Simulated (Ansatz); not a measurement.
Basis-set extrapolation for `CO[Si](C)(O)F` (PBE0-D4/def2-TZVP geometry, frozen core, Ansatz 0.2.0). Multiplicity 1, RHF reference.

```tsv
	def2-TZVPP	def2-QZVPP
HF	-618.260353	-618.286109
MP2 correlation	-1.191524	-1.287268
CCSD(T) correlation	-1.268762	not run
```

Energies in hartree. Use E(X) = E(∞) + A·exp(−7.88·√X) for Hartree–Fock and E(X) = E(∞) + B·X^(−2.97) for correlation, with X = 3 and 4, and add CCSD(T) minus MP2 of the smaller set to the MP2 limit.

Question: What is the CCSD(T) energy at the basis-set limit?

Answer: HF limit: -618.286109 + (-0.025756) × 0.13774 = -618.28966. MP2 limit: -1.287268 + (-0.095744) × 0.74074 = -1.35819. Higher-order term: -1.268762 − (-1.191524) = -0.07724. Total: -619.72509 hartree, 5.33 eV below CCSD(T)/def2-TZVPP.
